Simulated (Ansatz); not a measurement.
Z-matrix (Å, degrees):
```
C
C 1 1.3505
H 2 1.0777 1 134.70
B 2 1.4273 3 159.63 1 179.98
H 4 1.1748 2 157.93 3 0.00
B 1 1.4794 2 159.13 3 0.01
H 6 1.1897 1 119.71 2 92.29
H 6 1.1897 7 120.41 1 -175.40
```
Charge 0, multiplicity 1.

Level of theory: frozen-core CCSD(T)/cc-pVTZ // CAM-B3LYP-D3(BJ)/def2-TZVP (Ansatz, a program for electronic structure).

| Quantity | Result |
|---|---|
| HF energy | -127.40845 Ha |
| MP2 correlation energy | -0.49528 Ha |

Q: Estimate the CCSD correlation energy, the (T) correction, the total energy and the T1 diagnostic.

A: 
```yaml
CCSD correlation energy: -0.52695 Ha
"(T) correction": -0.02509 Ha
CCSD(T) total energy: -127.96048 Ha
T1 diagnostic: 0.013
```
